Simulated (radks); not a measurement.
The numbers below are computed, except where a source is named.
The nuclear charge of the lutetium ion Lu2+ is varied continuously with 69 electrons held in [Xe] 4f14 6s1. Code: a radial shooting solver on a logarithmic mesh with Libxc functionals. Model: Dirac Kohn-Sham, PBE, spin-unpolarised, spherical densities, point nucleus. By the Hellmann-Feynman theorem dE/dZ = E(electron-nucleus)/Z, the electronic potential at the nucleus.

Z     E (hartree)  E(electron-nucleus)/Z (hartree)   HOMO  e(HOMO) (eV)  <r> HOMO (bohr)
70.6  -14377.1935                         -505.747  6s1/2       -14.065            3.228
70.8  -14478.5625                         -507.942  6s1/2       -15.791            3.141
71    -14580.3706                         -510.139  6s1/2       -17.577            3.061
71.2  -14682.6182                         -512.338  6s1/2       -19.420            2.986
71.4  -14785.3058                         -514.538  6s1/2       -21.319            2.917
71.6  -14888.4337                         -516.741  6s1/2       -23.271            2.853
71.8  -14992.0024                         -518.947  6s1/2       -25.277            2.792
72    -15096.0126                         -521.155  6s1/2       -27.333            2.736

The central difference of E at Z = 71 is -510.139 hartree, to compare with the third column; the second derivative is -11 hartree.
